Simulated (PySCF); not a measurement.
[CeCl2]+ at several levels of theory

Computed with PySCF 2.14.0 (density fitting, no spin-orbit coupling) at the geometry relaxed with PBE0:

```xyz
3
[CeCl2]+ (singlet in the valence; each metal's 4f electrons, 1 of them, lie in its core potential, out of spins and levels)
Ce    0.0000    0.0000   -0.5979
Cl    2.0167    0.0000    0.8513
Cl   -2.0167    0.0000    0.8513
```

```
level                                     basis    state  HOMO (eV)  gap (eV)  charge on Ce1 (e)  population of f-type functions on Ce1 (polarisation alone where 4f lies in the core)  dipole about the centre of mass (D)  largest force component (eV/Å)
 PBE0    Ce lcecp-1-SVP with ECP47, Cl def2-SVP  singlet     -13.52      5.84               1.36                                                                                  0.05                                 7.14                            0.01
 PBE0  Ce lcecp-1-TZVP with ECP47, Cl def2-TZVP  singlet     -13.45      5.92               1.62                                                                                  0.07                                 7.03                            0.33
```

In the lcecp rows the 4f levels are missing from HOMO and gap, and the state counts the valence alone.

Charges are Mulliken's, which hang on the basis. The relaxation used the grid (50, 194), these runs (75, 302) or, all-electron (x2c bases, spin-free X2C Hamiltonian), (99, 590).

(1) A further run in the first row's basis gives HOMO (eV) -14.72, gap (eV) 7.83, charge on Ce1 (e) 1.35, population of f-type functions on Ce1 (polarisation alone where 4f lies in the core) 0.05, dipole about the centre of mass (D) 7.38, largest force component (eV/Å) 0.09. Which level was it?
A. TPSS
B. CAM-B3LYP

An lcecp potential fixes the number of 4f electrons, so in runs with it no electron can move into or out of that shell.

## Answers

(1) B. The others give HOMO -12.33 eV (TPSS).
